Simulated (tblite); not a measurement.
Compound: C9H14O.
Atom-mapped SMILES: `[CH2:1]=[C:2]1[CH2:3][C@@H:4]([CH:5]=[O:6])[C@H:7]1[CH2:8][CH2:9][CH3:10]` (hydrogens: H11, H12 on C1; H13, H14 on C3; H15 on C4; H16 on C5; H17 on C7; H18, H19 on C8; H20, H21 on C9; H22, H23, H24 on C10)

The geometry is computed with GFN2-xTB (gas phase).

Question: List the bond lengths, angles and torsions at this level.

Answer: 
| bond | length (Å) |
| --- | --- |
| C1=C2 | 1.316 |
| C2–C3 | 1.503 |
| C3–C4 | 1.551 |
| C4–C5 | 1.491 |
| C5=O6 | 1.201 |
| C4–C7 | 1.560 |
| C7–C8 | 1.526 |
| C8–C9 | 1.529 |
| C9–C10 | 1.524 |
| C2–C7 | 1.509 |
| C1–H11 | 1.077 |
| C1–H12 | 1.077 |
| C3–H13 | 1.089 |
| C3–H14 | 1.090 |
| C4–H15 | 1.091 |
| C5–H16 | 1.108 |
| C7–H17 | 1.093 |
| C8–H18 | 1.092 |
| C8–H19 | 1.093 |
| C9–H20 | 1.092 |
| C9–H21 | 1.093 |
| C10–H22, C10–H23, C10–H24 | 1.088 |

Bonds in one row agree within 0.01 Å and their mean is given. A selection of angles:
| angle | degrees |
| --- | --- |
| C1–C2–C3 | 133.6 |
| C1–C2–C7 | 133.8 |
| C3–C2–C7 | 92.6 |
| C2–C3–C4 | 89.4 |
| C3–C4–C5 | 112.0 |
| C3–C4–C7 | 88.9 |
| C5–C4–C7 | 117.1 |
| C4–C5–O6 | 125.1 |
| C4–C7–C8 | 119.3 |
| C2–C7–C4 | 88.9 |
| C2–C7–C8 | 116.2 |
| C7–C8–C9 | 113.7 |
| C8–C9–C10 | 113.3 |

Torsions: C1–C2–C3–C4 174° (antiperiplanar); C2–C3–C4–C5 -115° (anticlinal); C3–C4–C5–O6 -126° (anticlinal); C3–C4–C7–C8 -124° (anticlinal); C4–C7–C8–C9 -61° (synclinal); C7–C8–C9–C10 -62° (synclinal); C1–C2–C7–C4 -174° (antiperiplanar).

The 4-membered ring C2–C3–C4–C7 has internal angles of 88.9° to 92.6°; it is almost planar, 0.03 Å rms from its mean plane, widest ring torsion 4°. Of the pairs four or more bonds apart, C5···H20 is among the closest relative to their van der Waals radii: 2.46 Å, 85 % of the sum of Bondi's values. The 9 C–C bonds span 1.316 Å (C1=C2, drawn double) to 1.560 Å (C4–C7, drawn single), a spread of 0.244 Å.

Point group: C1 (no symmetry element, even within 0.4 Å). Its GFN2-xTB frequencies are all real (lowest 22 cm⁻¹). The numbers are those of one conformer. 3 starts were optimised and ended at 0.00, 0.20 and 1.00 kcal/mol (GFN2-xTB); the lowest of these is shown.
